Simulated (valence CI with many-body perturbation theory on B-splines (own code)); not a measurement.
# Zr+: calculated level list

Level of theory: configuration interaction combined with many-body perturbation theory (CI+MBPT): three valence electrons over a frozen Dirac-Fock core [Kr], a basis of 9 s, 9 p, 10 d, 8 f, 5 g, 3 h, 1 i functions for each j, with the one-electron correlation potential Σ1 (screened to all orders), the two-electron term Σ2, the three-electron term Σ3, Breit, model QED; selected single and double excitations, second order for the rest (own B-spline code, finite nucleus).

Set against measurement, 26 paired levels are off by 278 cm⁻¹ on average, the worst by 664. These come from a selection out of the NIST Handbook of Basic Atomic Spectroscopic Data. Levels without a partner in it may be off by more, other configurations by 1,000 to 4,000 cm⁻¹.

Levels 1 to 45 of 68, with energies above the lowest level, 4d2 5s 4F_3/2. "Leading %" is the weight of the configuration and term that name the level; weights of strongly mixed levels are sums over their largest components and can fall short. In the jj column 3d3/2^4 stands for four electrons in 3d with j = 3/2. Lifetimes count E1, E2, E3, M1 and M2 decay at the calculated energies, and are blank where another channel may lead or the interval is too uncertain; long ones can be off by a factor of two.

| No. | Configuration | Term | J | E (cm⁻¹) | Leading % | Lifetime | Second component | Leading jj |
| --- | --- | --- | --- | --- | --- | --- | --- | --- |
| 1 | 4d2 5s | 4F | 3/2 | 0.0 | 98 |  |  | 4d3/2^2 5s (73 %) |
| 2 | 4d2 5s | 4F | 5/2 | 314 | 98 | 752 s |  | 4d3/2 4d5/2 5s (59 %) |
| 3 | 4d2 5s | 4F | 7/2 | 763 | 98 | 257 s |  | 4d3/2 4d5/2 5s (83 %) |
| 4 | 4d2 5s | 4F | 9/2 | 1323 | 98 | 210 s |  | 4d5/2^2 5s (76 %) |
| 5 | 4d3 | 4F | 3/2 | 1923 | 97 |  |  | 4d3/2^3 (42 %) |
| 6 | 4d3 | 4F | 5/2 | 2236 | 98 | 710 s |  | 4d3/2^2 4d5/2 (78 %) |
| 7 | 4d3 | 4F | 7/2 | 2636 | 99 | 348 s |  | 4d3/2 4d5/2^2 (75 %) |
| 8 | 4d3 | 4F | 9/2 | 3097 | 98 | 363 s |  | 4d3/2 4d5/2^2 (48 %) |
| 9 | 4d2 5s | 2D | 3/2 | 4357 | 47 | 28.5 s | 24 % 4d3 2D | 4d3/2 4d5/2 5s (26 %) |
| 10 | 4d2 5s | 2D | 5/2 | 4638 | 51 | 32.9 s | 21 % 4d3 2D | 4d3/2^2 5s (28 %) |
| 11 | 4d3 | 2P | 1/2 | 5581 | 60 |  | 37 % 4d2 5s 2P | 4d3/2^2 4d5/2 (35 %) |
| 12 | 4d2 5s | 2F | 5/2 | 5732 | 79 | 29.5 s | 7 % 4d3 2F | 4d3/2 4d5/2 5s (60 %) |
| 13 | 4d3 | 2P | 3/2 | 5987 | 55 |  | 33 % 4d2 5s 2P | 4d5/2^3 (26 %) |
| 14 | 4d2 5s | 2F | 7/2 | 6432 | 86 | 29.2 s | 9 % 4d3 2F | 4d5/2^2 5s (51 %) |
| 15 | 4d3 | 2G | 7/2 | 7495 | 75 | 29.9 s | 22 % 4d2 5s 2G | 4d3/2^2 4d5/2 (38 %) |
| 16 | 4d3 | 2G | 9/2 | 7826 | 71 | 18.3 s | 25 % 4d2 5s 2G | 4d3/2^2 4d5/2 (35 %) |
| 17 | 4d2 5s | 4P | 1/2 | 7901 | 98 | 21.4 s |  | 4d3/2^2 5s (41 %) |
| 18 | 4d2 5s | 4P | 3/2 | 8123 | 98 | 18.6 s |  | 4d3/2 4d5/2 5s (88 %) |
| 19 | 4d2 5s | 4P | 5/2 | 8445 | 97 | 17.1 s |  | 4d5/2^2 5s (48 %) |
| 20 | 4d3 | 4P | 1/2 | 9196 | 97 | 5.24 s |  | 4d3/2 4d5/2^2 (50 %) |
| 21 | 4d3 | 4P | 3/2 | 9390 | 96 | 6.65 s |  | 4d3/2 4d5/2^2 (39 %) |
| 22 | 4d3 | 4P | 5/2 | 9612 | 98 | 7.70 s |  | 4d3/2 4d5/2^2 (60 %) |
| 23 | 4d3 | 2H | 9/2 | 11467 | 95 | 24.2 s |  | 4d3/2^2 4d5/2 (46 %) |
| 24 | 4d3 | 2H | 11/2 | 11823 | 98 | 50.0 s |  | 4d3/2 4d5/2^2 (98 %) |
| 25 | 4d 5s2 | 2D | 3/2 | 14094 | 66 | 3.55 s | 18 % 4d2 5s 2D | 4d3/2 5s^2 (66 %) |
| 26 | 4d2 5s | 2G | 7/2 | 14285 | 74 | 7.74 s | 22 % 4d3 2G | 4d3/2 4d5/2 5s (57 %) |
| 27 | 4d3 | 2D | 3/2 | 14371 | 68 | 2.00 s | 26 % 4d2 5s 2D | 4d3/2 4d5/2^2 (27 %) |
| 28 | 4d2 5s | 2G | 9/2 | 14380 | 70 | 6.48 s | 25 % 4d3 2G | 4d3/2 4d5/2 5s (55 %) |
| 29 | 4d3 | 2D | 5/2 | 14774 | 68 | 2.66 s | 27 % 4d2 5s 2D | 4d3/2 4d5/2^2 (37 %) |
| 30 | 4d 5s2 | 2D | 5/2 | 14859 | 68 | 3.68 s | 13 % 4d2 5s 2D | 4d5/2 5s^2 (68 %) |
| 31 | 4d3 | 2F | 7/2 | 19461 | 88 | 1.75 s | 8 % 4d2 5s 2F | 4d3/2 4d5/2^2 (64 %) |
| 32 | 4d3 | 2F | 5/2 | 19538 | 88 | 1.74 s | 7 % 4d2 5s 2F | 4d3/2 4d5/2^2 (47 %) |
| 33 | 4d2 5s | 2P | 1/2 | 20151 | 58 | 1.58 s | 36 % 4d3 2P | 4d3/2 4d5/2 5s (39 %) |
| 34 | 4d2 5s | 2P | 3/2 | 20623 | 58 | 1.43 s | 36 % 4d3 2P | 4d3/2 4d5/2 5s (31 %) |
| 35 | 4d2 5s | 2S | 1/2 | 26323 | 95 | 388 ms |  | 4d5/2^2 5s (63 %) |
| 36 | 4d2 5p | 4G° | 5/2 | 27774 | 70 | 7.10 ns | 24 % 4d2 5p 2F° | 4d3/2^2 5p1/2 (83 %) |
| 37 | 4d3 | 2D | 5/2 | 27982 | 84 | 137 ms | 8 % 4d 5s2 2D | 4d3/2^2 4d5/2 (44 %) |
| 38 | 4d3 | 2D | 3/2 | 28037 | 85 | 130 ms | 6 % 4d 5s2 2D | 4d3/2 4d5/2^2 (75 %) |
| 39 | 4d2 5p | 4G° | 7/2 | 28670 | 88 | 6.31 ns | 8 % 4d2 5p 2F° | 4d3/2 4d5/2 5p1/2 (68 %) |
| 40 | 4d2 5p | 2F° | 5/2 | 29327 | 49 | 8.14 ns | 26 % 4d2 5p 4G° | 4d3/2 4d5/2 5p1/2 (32 %) |
| 41 | 4d2 5p | 2D° | 3/2 | 29532 | 45 | 6.14 ns | 42 % 4d2 5p 4F° | 4d3/2^2 5p1/2 (49 %) |
| 42 | 4d2 5p | 4G° | 9/2 | 29585 | 97 | 5.85 ns |  | 4d3/2 4d5/2 5p3/2 (61 %) |
| 43 | 4d2 5p | 4F° | 3/2 | 30239 | 43 | 6.77 ns | 38 % 4d2 5p 2D° | 4d3/2^2 5p3/2 (50 %) |
| 44 | 4d2 5p | 4F° | 5/2 | 30269 | 76 | 4.95 ns | 9 % 4d2 5p 2D° | 4d3/2 4d5/2 5p1/2 (51 %) |
| 45 | 4d2 5p | 2F° | 7/2 | 30380 | 78 | 7.96 ns | 9 % 4d2 5p 4G° | 4d3/2 4d5/2 5p3/2 (38 %) |

Names give the largest LS component (configuration and term), which can be under half, so a name can repeat, a term be missing and a line seem to break the LS rules; names also repeat where a configuration has a term twice.

Where two levels of one J and parity lie close, their mixing, g and order are uncertain.

The ionisation energy to 4d2 3F_2 of the next ion comes out as 12.936 eV (NIST: 13.13 eV (measured), further off than twice its uncertainty). All 68 levels together are meant to be complete up to 37745 cm⁻¹.
